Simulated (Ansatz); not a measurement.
Compare A (`F/C=C\C=C(F)F`) with its isomer B (`FCC#CC(F)F`).

Gas-phase electronic energies from Ansatz, PBE0-D4/def2-TZVP geometries. CCSD(T)/CBS is the MP2 limit (def2-TZVPP, def2-QZVPP) plus CCSD(T) − MP2 in def2-TZVPP, frozen cores. Functionals use def2-TZVPP. B3LYP here is the variant with VWN-RPA as its local correlation; programs differ in this. Each species was taken in one conformer, which may not be the lowest.

A:

```xyz
10

F     0.9327    2.2431    0.6487
C     0.6089    1.1390    1.3308
C     0.1214    0.0602    0.7314
C    -0.1104   -0.0454   -0.6881
C    -0.5979   -1.1346   -1.2633
F    -0.9283   -2.2394   -0.6341
F    -0.8204   -1.2638   -2.5492
H     0.7891    1.2365    2.3935
H    -0.1111   -0.7851    1.3673
H     0.1160    0.7895   -1.3370
```

B:

```xyz
10

F     0.391    0.991    2.664
C     1.146    0.416    1.666
C     0.339    0.124    0.496
C    -0.303   -0.129   -0.486
C    -1.136   -0.409   -1.646
F    -0.668    0.237   -2.742
F    -1.137   -1.735   -1.928
H     1.588   -0.507    2.056
H     1.952    1.108    1.402
H    -2.172   -0.096   -1.482
```

(1) Which is lower in electronic energy at CCSD(T)/CBS, and by how much? (Best estimate.)

(2) Give E(B) − E(A) in kcal/mol with B3LYP-D4, ωB97M-V, LDA (SPW92), BLYP-D4, CCSD/def2-TZVPP, PBE-D4, B2PLYP. (Best estimate.)

(3) Does the order hold for the free energy at 298.15 K (harmonic terms from PBE0-D4)? (An estimate is asked.)

Largest T1 diagnostic: 0.013.

Results:

(1) Ansatz gave: A, by 18.5 kcal/mol.

(2) The calculation gave: B3LYP-D4 21.8, ωB97M-V 20.3, LDA (SPW92) 28.5, BLYP-D4 22.6, CCSD/def2-TZVPP 17.5, PBE-D4 24.7, B2PLYP 18.7. None reverses the order clearly.

(3) Ansatz gave: Yes: G(B) − G(A) = +17.3 kcal/mol, for one conformer each. Modes under 60 cm⁻¹, often nearly free rotors, make the harmonic entropy too high.

From r2SCAN to r2SCAN0 (25 % exact exchange), in def2-TZVPP and without D4, E(B) − E(A) moves by −1.2 kcal/mol. The D4 term adds +0.8 kcal/mol with B3LYP and +0.4 kcal/mol with PBE0; it sums over pairs of atoms, weighted by their polarisabilities, and B3LYP, whose exchange is more repulsive, gets the larger term.
